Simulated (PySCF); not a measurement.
F5Sb, triplet, at the geometry of the source list (a higher spin typed on purpose: for a closed-shell molecule this is an excited state) (core potentials on Sb), with bond 3-1 at 1.6 times its length; DF-PBE0/def2-SVP in PySCF.

Here is a job for PySCF.
```python
from pyscf import gto, scf, dft

mol = gto.M(
    atom='''
Sb    0.000000    0.000000    0.000000
F     1.280200   -0.772400    1.174400
F    -2.048320    1.235840   -1.879040
F     0.222500    1.679800    0.862300
F     1.090700   -0.456100   -1.488900
F    -1.313200   -1.223700    0.626700
''',
    basis='def2-svp',
    ecp={'Sb': 'def2-svp'},
    charge=0,
    spin=2,
    verbose=4,
)

mf = dft.UKS(mol)
mf.xc = 'pbe0'
mf.diis = False
mf.damp = 0.3
mf.diis_start_cycle = 200
mf.max_cycle = 150
mf = mf.density_fit(auxbasis='def2-universal-jkfit')
mf.kernel()
```

It wrote (shortened):

```
PySCF version 2.14.0

[INPUT] verbose = 4
[INPUT] num. atoms = 6
[INPUT] num. electrons = 68
[INPUT] charge = 0
[INPUT] spin (= nelec alpha-beta = 2S) = 2
[INPUT] symmetry False subgroup None
[INPUT] Mole.unit = angstrom
[INPUT] Symbol           X                Y                Z      unit          X                Y                Z       unit  Magmom
[...]
nuclear repulsion = 397.86210453734
number of shells = 40
number of NR pGTOs = 181
number of NR cGTOs = 96
basis = def2-svp
ecp = {'Sb': 'def2-svp'}

******** <class 'pyscf.df.df_jk.DFUKS'> ********
method = DFUKS
initial guess = minao
damping factor = 0.3
level_shift factor = 0
DIIS disabled
SCF conv_tol = 1e-09
SCF conv_tol_grad = None
SCF max_cycles = 150
direct_scf = False
number electrons alpha = 35  beta = 33
XC library pyscf.dft.libxc version 7.1.2
    S. Lehtola, C. Steigemann, M. J. T. Oliveira, and M. A. L. Marques,  SoftwareX 7, 1–5 (2018)
XC functionals = pbe0
    C. Adamo and V. Barone,  J. Chem. Phys. 110, 6158 (1999)
    M. Ernzerhof and G. E. Scuseria,  J. Chem. Phys. 110, 5029 (1999)
radial grids:
    Treutler-Ahlrichs [JCP 102, 346 (1995); DOI:10.1063/1.469408] (M4) radial grids

becke partition: Becke, JCP 88, 2547 (1988); DOI:10.1063/1.454033
pruning grids: <function nwchem_prune>
grids dens level: 3
symmetrized grids: False
atomic radii adjust function: <function treutler_atomic_radii_adjust>
small_rho_cutoff = 0
Set gradient conv threshold to 3.16228e-05
tot grids = 93272
******** <class 'pyscf.df.df.DF'> ********
auxbasis = def2-universal-jkfit
init E= -712.953756771552

cycle= 1 E= -736.889902878935  delta_E= -23.9  |g|= 1.79  |ddm|= 7.23

cycle= 2 E= -737.390806791491  delta_E= -0.501  |g|= 1.51  |ddm|= 3.93
cycle= 3 E= -727.320617623291  delta_E= 10.1  |g|= 2.91  |ddm|= 3.97
cycle= 4 E= -696.133699818906  delta_E= 31.2  |g|= 4.56  |ddm|= 9.26

cycle= 5 E= -694.1556028723  delta_E= 1.98  |g|= 5.43  |ddm|= 11.8
cycle= 6 E= -673.604112216165  delta_E= 20.6  |g|= 5.62  |ddm|= 13.9

cycle= 7 E= -667.518673487459  delta_E= 6.09  |g|= 6.94  |ddm|=   18

cycle= 8 E= -637.70541950699  delta_E= 29.8  |g|= 6.98  |ddm|= 20.4

cycle= 9 E= -651.878747890842  delta_E= -14.2  |g|= 6.26  |ddm|= 19.4

cycle= 10 E= -628.349677636421  delta_E= 23.5  |g|= 7.51  |ddm|= 19.4

cycle= 11 E= -651.421835429849  delta_E= -23.1  |g|= 6.22  |ddm|= 19.2

cycle= 12 E= -626.918971641343  delta_E= 24.5  |g|= 7.63  |ddm|= 19.4

cycle= 13 E= -651.080740004032  delta_E= -24.2  |g|= 6.21  |ddm|= 19.3

[...]

cycle= 118 E= -622.69000898316  delta_E= 27.6  |g|= 7.03  |ddm|= 19.8

cycle= 119 E= -650.339841905306  delta_E= -27.6  |g|= 6.14  |ddm|= 19.8

cycle= 120 E= -622.690009134361  delta_E= 27.6  |g|= 7.03  |ddm|= 19.8

cycle= 121 E= -650.339841912319  delta_E= -27.6  |g|= 6.14  |ddm|= 19.8

cycle= 122 E= -622.690009223887  delta_E= 27.6  |g|= 7.03  |ddm|= 19.8

cycle= 123 E= -650.339841916461  delta_E= -27.6  |g|= 6.14  |ddm|= 19.8

cycle= 124 E= -622.69000927689  delta_E= 27.6  |g|= 7.03  |ddm|= 19.8

cycle= 125 E= -650.339841918916  delta_E= -27.6  |g|= 6.14  |ddm|= 19.8

cycle= 126 E= -622.690009308271  delta_E= 27.6  |g|= 7.03  |ddm|= 19.8

cycle= 127 E= -650.339841920364  delta_E= -27.6  |g|= 6.14  |ddm|= 19.8

cycle= 128 E= -622.690009326845  delta_E= 27.6  |g|= 7.03  |ddm|= 19.8

cycle= 129 E= -650.339841921226  delta_E= -27.6  |g|= 6.14  |ddm|= 19.8

cycle= 130 E= -622.690009337842  delta_E= 27.6  |g|= 7.03  |ddm|= 19.8

cycle= 131 E= -650.339841921729  delta_E= -27.6  |g|= 6.14  |ddm|= 19.8

cycle= 132 E= -622.690009344353  delta_E= 27.6  |g|= 7.03  |ddm|= 19.8

cycle= 133 E= -650.33984192203  delta_E= -27.6  |g|= 6.14  |ddm|= 19.8

cycle= 134 E= -622.69000934821  delta_E= 27.6  |g|= 7.03  |ddm|= 19.8

cycle= 135 E= -650.33984192221  delta_E= -27.6  |g|= 6.14  |ddm|= 19.8

cycle= 136 E= -622.690009350492  delta_E= 27.6  |g|= 7.03  |ddm|= 19.8

cycle= 137 E= -650.339841922312  delta_E= -27.6  |g|= 6.14  |ddm|= 19.8

cycle= 138 E= -622.690009351844  delta_E= 27.6  |g|= 7.03  |ddm|= 19.8

cycle= 139 E= -650.339841922377  delta_E= -27.6  |g|= 6.14  |ddm|= 19.8

cycle= 140 E= -622.690009352642  delta_E= 27.6  |g|= 7.03  |ddm|= 19.8

cycle= 141 E= -650.339841922413  delta_E= -27.6  |g|= 6.14  |ddm|= 19.8

cycle= 142 E= -622.690009353119  delta_E= 27.6  |g|= 7.03  |ddm|= 19.8

cycle= 143 E= -650.339841922431  delta_E= -27.6  |g|= 6.14  |ddm|= 19.8

cycle= 144 E= -622.690009353394  delta_E= 27.6  |g|= 7.03  |ddm|= 19.8

cycle= 145 E= -650.339841922445  delta_E= -27.6  |g|= 6.14  |ddm|= 19.8

cycle= 146 E= -622.690009353564  delta_E= 27.6  |g|= 7.03  |ddm|= 19.8

cycle= 147 E= -650.339841922456  delta_E= -27.6  |g|= 6.14  |ddm|= 19.8

cycle= 148 E= -622.69000935366  delta_E= 27.6  |g|= 7.03  |ddm|= 19.8

cycle= 149 E= -650.339841922456  delta_E= -27.6  |g|= 6.14  |ddm|= 19.8

cycle= 150 E= -622.690009353721  delta_E= 27.6  |g|= 7.03  |ddm|= 19.8
SCF not converged.
SCF energy = -622.690009353721 after 150 cycles  <S^2> = 2.0004535  2S+1 = 3.0003023
```

Convergence was not reached.
